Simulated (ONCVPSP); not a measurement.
# Transferability test, ONCV potential for niobium

```json
{
 "Element": "niobium (Nb)",
 "Generator": "ONCVPSP 4.0.1",
 "Type": "optimised norm-conserving Vanderbilt (ONCV)",
 "Functional": "PBE",
 "Relativity": "scalar-relativistic",
 "Frozen core": "[Ar] 3d10",
 "Valence charge": "13",
 "Reference configuration": "4s2 4p6 4d4 (charge +1)",
 "Partial waves": "4s: rc 1.15 bohr, ncon 4, nbas 7, qcut 5.9 1/bohr, 2 projectors, debl 1.9 Ha; 4p: rc 1.50 bohr, ncon 3, nbas 7, qcut 9.7 1/bohr, 3 projectors, debl 2.4 Ha; 4d: rc 2.25 bohr, ncon 3, nbas 8, qcut 7 1/bohr, 2 projectors, debl 3.8 Ha",
 "Local potential": "polynomial inside 0.90 bohr (lpopt 5, dvloc0 0 Ha)",
 "Core correction": "none"
}
```

In the s channel the program set the typed energies aside and used -2.382, 0.250 Ha.

Energies are relative to the spin-unpolarised reference configuration 4s2 4p6 4d4; without spin polarisation the order of configurations can differ from experiment.

```tsv
valence configuration	charge	ΔE all-electron (eV)	error AE − PS (meV)
4s2 4p6 4d3	+2	14.040	+1.8
4s2 4p6 4d2	+3	38.764	+16
```

Problem. What are ΔE and the potential's error for 4s2 4p6 4d4 5s1?

Solution. ΔE = -6.637 eV all-electron; the error (AE − PS) is +1.6 meV.

Problem. What are ΔE and the potential's error for 4s2 4p5 4d4 5s1?

Solution. ΔE = 33.112 eV all-electron; the error (AE − PS) is -32 meV.

Note: no bound ghost flagged; GHOST(+) flagged for s at 68.3 eV.
